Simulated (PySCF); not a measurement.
**How methods differ on the ionisation energy of Kr³²⁺**

Kr³²⁺ [He] 2s2 → Kr³³⁺ [He] 2s1 [2s1/2^1, M_J = 1/2], as a difference of total energies. Calculation: PySCF 2.14, in an uncontracted even-tempered set (17 s from 12 bohr⁻², ratio 2.4; 12 p from 16 bohr⁻², ratio 2.4; 5 d from 52 bohr⁻², ratio 2.6; 4 f from 78 bohr⁻², ratio 2.6); the two-component X2C-1e Hamiltonian. Correlated levels: nothing frozen; the 34 highest virtual spinors dropped. "Screened" scales the spin-orbit matrix elements by Boettger's factors to mimic the two-electron term; Breit and QED terms are absent.

```csv
method,ionisation energy (eV)
GMP2 (spin-free),3971.2
GHF (screened spin-orbit),3965.7
GMP2 (screened spin-orbit),3971.3
```

**Question.** How much does correlation contribute at GMP2 (screened spin-orbit)?

**Answer.** 3971.3 − (3965.7) = 5.6 eV, measured against GHF (screened spin-orbit).

For this ion Breit and QED terms and the two-electron picture change, all absent here, outweigh the correlation shift from GHF to GMP2.

For comparison: 3971 ± 4 eV (semi-empirical (NIST evaluation); NIST Atomic Spectra Database, ionization energies).
